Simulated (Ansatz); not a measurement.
```xyz
9

C    -0.046   -0.838   -0.448
C    -0.064    0.677   -0.288
Si    0.481    1.448    1.351
F     0.331    0.167    2.331
H    -0.611   -1.326    0.348
H    -0.472   -1.151   -1.405
H     0.974   -1.228   -0.401
H    -1.091    1.070   -0.402
H     0.497    1.182   -1.086
```

Charge 0, multiplicity 1.

Problem. List the B3LYP/def2-TZVPP orbital energies in eV (Ansatz 0.2.0). (Estimate.)

Solution. The calculation gave: Occupied: -1799.94, -671.35, -276.71, -276.55, -144.26, -99.69, -99.58, -99.43, -32.18, -20.79, -17.18, -14.34, -12.49, -12.31, -11.84, -11.21, -10.80, -9.75, -9.50, -6.29. Lowest empty: -2.22, 0.14, 0.82, 2.08, 2.33, 2.42, 3.20, 3.31.

B3LYP here is the variant with VWN-RPA as its local correlation; programs differ in this.
